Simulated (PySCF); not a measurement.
Frontier levels across methods

Species: C2H6Cl2Si2.
Z-matrix (Å and degrees, PBE0-D3(BJ)/def2-SVP geometry), rows numbered from 1:
```
Si
Si  1  2.3538
C   2  1.8787  1  110.93
C   3  1.3355  2  123.83  1   -53.64
Cl  4  1.7319  3  122.12  2    -0.45
Cl  4  1.7216  3  124.20  2   179.48
H   1  1.4966  2  109.63  3  -144.38
H   1  1.4934  2  111.35  3    95.70
H   1  1.4949  2  109.45  3   -25.39
H   2  1.4949  1  110.28  3   118.17
H   2  1.4964  1  110.19  3  -122.35
H   3  1.0944  2  120.14  1   125.65
```

Basis pcSseg-1 throughout (PySCF), one geometry. Isolated species at its PBE0-D3(BJ)/def2-SVP geometry (one conformer only).

Q: How do the orbital energies, the gap and the dipole change with the method?

A: 
| method | kind | HOMO (eV) | LUMO (eV) | gap (eV) | μ (D) | SCF cycles |
| --- | --- | --- | --- | --- | --- | --- |
| BLYP | GGA | -6.27 | -1.92 | 4.35 | 0.76 | 15 |
| B97-D | GGA | -6.42 | -2.00 | 4.42 | 0.82 | 14 |
| PBE | GGA | -6.45 | -2.10 | 4.35 | 0.78 | 15 |
| OPBE | GGA | -6.45 | -2.02 | 4.43 | 0.83 | 15 |
| KT3 | GGA | -6.48 | -2.04 | 4.44 | 0.82 | 15 |
| KT2 | GGA | -6.48 | -2.10 | 4.39 | 0.83 | 15 |
| BP86 | GGA | -6.57 | -2.21 | 4.36 | 0.81 | 15 |
| LDA | LDA | -6.60 | -2.31 | 4.29 | 0.83 | 15 |
| B3LYP | global hybrid | -7.36 | -1.41 | 5.95 | 0.91 | 12 |
| HF | Hartree–Fock | -10.08 | 2.31 | 12.38 | 1.25 | 11 |

The HOMO spans 3.81 eV, from BLYP down to HF, and the gap runs from 4.29 eV (LDA) to 12.38 eV (HF). Over the methods BLYP (0 %), B97-D (0 %), PBE (0 %), OPBE (0 %), KT3 (0 %), KT2 (0 %), BP86 (0 %), LDA (0 %), B3LYP (20 %), HF (100 %), a straight line through the gap against the share of exact exchange rises by 0.80 eV for each 10 % (correlation coefficient 1.000). The dipole ranges from 0.76 D (BLYP) to 1.25 D (HF). This basis has no diffuse functions.
